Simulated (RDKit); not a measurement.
RDKit input (UFF):

```python
from rdkit import Chem
from rdkit.Chem import AllChem, rdDetermineBonds

mol = Chem.MolFromXYZFile('mol.xyz')
rdDetermineBonds.DetermineBonds(mol, charge=1)
print('SMILES', Chem.MolToSmiles(Chem.RemoveHs(mol)))
ff = AllChem.UFFGetMoleculeForceField(mol)
e0 = ff.CalcEnergy()
flag = ff.Minimize(maxIts=5000, forceTol=1e-5)
print(f'energy {e0:.4f} -> {ff.CalcEnergy():.4f} kcal/mol, converged: {flag == 0}')
print(Chem.MolToXYZBlock(mol))
```
mol.xyz:
```
10

O      0.55891900     1.27125400    -1.10814600
B      0.32045000     0.26917800    -0.28511400
O      1.63643900    -0.43395700    -0.07804800
Si    -1.30606600    -0.47562400     0.68854900
H     -0.16158100     1.85634100    -1.37398600
H      2.45198900    -0.12358900    -0.51819000
H      1.74847500    -1.21468700     0.48880700
H     -2.28230600    -0.85882400    -0.34870400
H     -0.83270600    -1.64496100     1.46124700
H     -1.80406600     0.60019000     1.56627400
```

Output:

```
SMILES OB([OH2+])[SiH3]
energy 65.5133 -> 2.6192 kcal/mol, converged: True
10

O      0.693778    0.055872   -1.612818
B      0.409729   -0.126962   -0.190743
O      1.503376   -0.225118    0.774248
Si    -1.427345   -0.257794    0.418428
H      0.718572    1.037933   -1.739261
H      2.030355    0.606831    0.668018
H      2.070865   -0.974002    0.460819
H     -2.077111   -1.404768   -0.232831
H     -1.447356   -0.443766    1.876896
H     -2.145317    0.977094    0.069932
```

The dipole moment of an ion depends on the origin.

The geometry given is a B3LYP-D3(BJ)/def2-TZVP minimum.
